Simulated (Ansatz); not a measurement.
Ansatz results at the PBE0-D4/def2-TZVP geometry: HOMO energy (PBE0/def2-TZVPP) -6.75 eV; LUMO energy (PBE0/def2-TZVPP) -1.98 eV; HOMO–LUMO gap (PBE/def2-TZVPP) 2.55 eV.

Each molecule was computed in one conformer, which needn't be the lowest.

Task: Which molecule gave them?
A. `C=C([SiH3])[NH][AlH2]`
B. `FCOCCCl`
C. `C=C(N)O`
D. `N=[CH][AlH][CH2][SiH3]`

Result: D. The others give `FCOCCCl`: -8.45, 0.79, 6.63; `C=C(N)O`: -5.86, 0.88, 4.67; `C=C([SiH3])[NH][AlH2]`: -6.40, -1.17, 3.46.
